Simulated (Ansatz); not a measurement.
# Molecular dynamics of CO

Input:

```yaml
accuracy: low
crystal:
  lattice:
    - [7.741753, 0.0, 0.0]
    - [0.0, 7.741753, 0.0]
    - [0.0, 0.0, 7.741753]
  atoms:
    - { symbol: O, position: [0.88285428, 0.297065, 0.62788443] }
    - { symbol: C, position: [0.88879138, 0.3890556, 0.51357594] }
    - { symbol: O, position: [0.46472867, 0.18196022, 0.14829178] }
    - { symbol: C, position: [0.37220297, 0.17789352, 0.03538203] }
    - { symbol: O, position: [0.74045386, 0.77160577, 0.73622781] }
    - { symbol: C, position: [0.69590386, 0.88516888, 0.81679276] }
    - { symbol: O, position: [0.18348181, 0.82931667, 1.03625386] }
    - { symbol: C, position: [0.10865168, 0.86841683, 0.9160123] }
    - { symbol: O, position: [0.4446589, 0.43502453, 0.62998051] }
    - { symbol: C, position: [0.38304395, 0.56168562, 0.67241509] }
    - { symbol: O, position: [0.37312431, 0.02658979, 0.53524792] }
    - { symbol: C, position: [0.24455466, 0.06880677, 0.49009533] }
    - { symbol: O, position: [0.9033061, 0.28105824, 0.04185361] }
    - { symbol: C, position: [0.85702839, 0.41645134, 0.01702846] }
    - { symbol: O, position: [0.79826024, 0.8397981, 0.28876431] }
    - { symbol: C, position: [0.67675044, 0.76174342, 0.32133651] }
basis:
  ecutwfc: 500.0
kpoints:
  mp_grid: { grid: [1, 1, 1] }
hamiltonian:
  xc: r2scan
  dispersion: d3bj
scf:
  occupations: { method: fermi_dirac, width: 0.05 }
  lower_state_search: "off"
md:
  timestep: 1
  n_steps: 60
  ensemble: nvt_langevin
  temperature: 250.0
  initial_velocities: maxwell_boltzmann
  seed: 608380
  friction: 0.02
```

Run as:

```bash
$ ansatz run input.yaml --threads 1 --pin off --max-ram 3072MiB --backend cpu --events-out ev --progress --plain --runs-dir out
```

It goes on from the last frame of an earlier run, with new velocities.

Output, in part (one step line in 2):

```
md step     0: t =     0.00 fs  T =   234.4 K  F+E_penalty+E_count = -6547.07477322 eV  E_kin = 0.484725 eV  (11 SCF iters)
md step     2: t =     2.00 fs  T =   210.2 K  F+E_penalty+E_count = -6547.09306179 eV  E_kin = 0.434709 eV  (8 SCF iters)
md step     4: t =     4.00 fs  T =   190.0 K  F+E_penalty+E_count = -6547.07102028 eV  E_kin = 0.393030 eV  (8 SCF iters)
md step     6: t =     6.00 fs  T =   180.7 K  F+E_penalty+E_count = -6547.06584084 eV  E_kin = 0.373668 eV  (7 SCF iters)
md step     8: t =     8.00 fs  T =   195.8 K  F+E_penalty+E_count = -6547.07953132 eV  E_kin = 0.404987 eV  (7 SCF iters)
md step    10: t =    10.00 fs  T =   184.2 K  F+E_penalty+E_count = -6547.08302786 eV  E_kin = 0.380977 eV  (8 SCF iters)
md step    12: t =    12.00 fs  T =   230.7 K  F+E_penalty+E_count = -6547.07665944 eV  E_kin = 0.477178 eV  (7 SCF iters)
md step    14: t =    14.00 fs  T =   187.9 K  F+E_penalty+E_count = -6547.04285500 eV  E_kin = 0.388700 eV  (7 SCF iters)
md step    16: t =    16.00 fs  T =   181.6 K  F+E_penalty+E_count = -6547.02534412 eV  E_kin = 0.375607 eV  (7 SCF iters)
md step    18: t =    18.00 fs  T =   200.3 K  F+E_penalty+E_count = -6547.06111161 eV  E_kin = 0.414238 eV  (6 SCF iters)
md step    20: t =    20.00 fs  T =   210.3 K  F+E_penalty+E_count = -6547.07851698 eV  E_kin = 0.435028 eV  (8 SCF iters)
md step    22: t =    22.00 fs  T =   194.8 K  F+E_penalty+E_count = -6547.04558822 eV  E_kin = 0.402830 eV  (7 SCF iters)
md step    24: t =    24.00 fs  T =   181.1 K  F+E_penalty+E_count = -6547.02759603 eV  E_kin = 0.374505 eV  (7 SCF iters)
md step    26: t =    26.00 fs  T =   193.7 K  F+E_penalty+E_count = -6547.05518044 eV  E_kin = 0.400584 eV  (7 SCF iters)
md step    28: t =    28.00 fs  T =   191.4 K  F+E_penalty+E_count = -6547.04397080 eV  E_kin = 0.395846 eV  (7 SCF iters)
md step    30: t =    30.00 fs  T =   207.8 K  F+E_penalty+E_count = -6547.00336319 eV  E_kin = 0.429843 eV  (8 SCF iters)
md step    32: t =    32.00 fs  T =   204.4 K  F+E_penalty+E_count = -6546.98611459 eV  E_kin = 0.422738 eV  (7 SCF iters)
md step    34: t =    34.00 fs  T =   215.6 K  F+E_penalty+E_count = -6547.00389314 eV  E_kin = 0.445935 eV  (7 SCF iters)
md step    36: t =    36.00 fs  T =   219.7 K  F+E_penalty+E_count = -6547.00722777 eV  E_kin = 0.454273 eV  (6 SCF iters)
md step    38: t =    38.00 fs  T =   224.6 K  F+E_penalty+E_count = -6546.98668186 eV  E_kin = 0.464414 eV  (7 SCF iters)
md step    40: t =    40.00 fs  T =   262.2 K  F+E_penalty+E_count = -6546.98780193 eV  E_kin = 0.542356 eV  (9 SCF iters)
md step    42: t =    42.00 fs  T =   244.7 K  F+E_penalty+E_count = -6547.01081857 eV  E_kin = 0.506045 eV  (6 SCF iters)
md step    44: t =    44.00 fs  T =   192.2 K  F+E_penalty+E_count = -6547.00237977 eV  E_kin = 0.397402 eV  (7 SCF iters)
md step    46: t =    46.00 fs  T =   218.6 K  F+E_penalty+E_count = -6547.01677092 eV  E_kin = 0.452192 eV  (7 SCF iters)
md step    48: t =    48.00 fs  T =   184.1 K  F+E_penalty+E_count = -6547.00848940 eV  E_kin = 0.380754 eV  (7 SCF iters)
md step    50: t =    50.00 fs  T =   177.8 K  F+E_penalty+E_count = -6547.00505825 eV  E_kin = 0.367768 eV  (8 SCF iters)
md step    52: t =    52.00 fs  T =   183.4 K  F+E_penalty+E_count = -6546.97725764 eV  E_kin = 0.379301 eV  (7 SCF iters)
md step    54: t =    54.00 fs  T =   174.8 K  F+E_penalty+E_count = -6546.95405827 eV  E_kin = 0.361412 eV  (6 SCF iters)
md step    56: t =    56.00 fs  T =   186.0 K  F+E_penalty+E_count = -6546.97669584 eV  E_kin = 0.384759 eV  (6 SCF iters)
md step    58: t =    58.00 fs  T =   199.8 K  F+E_penalty+E_count = -6546.99132343 eV  E_kin = 0.413136 eV  (7 SCF iters)
md step    60: t =    60.00 fs  T =   185.0 K  F+E_penalty+E_count = -6546.95288308 eV  E_kin = 0.382662 eV  (8 SCF iters)
```

The run went to its last step. The mean temperature of the second half is 18 % below the set value. A run of 0.06 ps of so small a system gives no equilibrium averages. Limits of this set-up: coarse k mesh, low accuracy level.

Mean squared displacements from the first frame to the last, about the centre of mass: O 0.04 Å², C 0.08 Å².

Last frame:

```xyz
16
Lattice="7.7418 0.0000 0.0000 0.0000 7.7418 0.0000 0.0000 0.0000 7.7418" Properties=species:S:1:pos:R:3
O 6.817 2.257 4.754
C 7.026 2.807 3.805
O 3.483 1.343 1.202
C 2.904 1.348 0.258
O 5.593 5.990 5.959
C 5.185 7.004 6.287
O 1.480 6.571 8.009
C 0.829 6.940 7.155
O 3.446 3.353 4.930
C 3.293 4.226 5.639
O 2.814 0.232 3.930
C 1.922 0.807 3.628
O 7.061 2.480 0.391
C 6.480 3.382 0.061
O 6.197 6.507 2.244
C 5.346 5.886 2.609
```

The run took 16 min on 1 thread of Arm Neoverse V2 (shared host), peak memory 0.83 GiB.
